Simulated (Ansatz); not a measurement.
The cluster SiTe2. Charge 0, multiplicity 3. Geometry r2SCAN-D4/def2-TZVP; atoms count from 1.

```xyz
3

Si   -0.688    0.705    0.828
Te    0.545   -1.472    0.707
Te    0.143    0.767   -1.535
```

In the def2 sets Te takes a core potential; there is no spin–orbit coupling. At PBE0-D4/def2-TZVP a singlet of charge 0 lies 1.02 eV below the triplet, each at its own geometry. The structure comes from a short search, and lower isomers may exist.

(1) Estimate the Mulliken populations from the PBE0/def2-TZVP orbitals of Ansatz.

(2) Where does the spin sit?

(3) And the Mayer bond orders between heavy atoms (over 0.3)?

## Answers

(1) 
| atom | charge (e) | spin (α − β) |
| --- | --- | --- |
| Si1 | 0.07 | -0.27 |
| Te2 | -0.03 | 1.14 |
| Te3 | -0.03 | 1.14 |
Mulliken values depend strongly on the basis.

(2) Summed by element: Si -0.27, Te 2.27, of 2 unpaired in all. Largest on single atoms: Te2 1.14, Te3 1.14, Si1 -0.27.

(3) Si1–Te2 1.29 (2.51 Å); Si1–Te3 1.29 (2.51 Å); Te2–Te3 0.73 (3.19 Å).
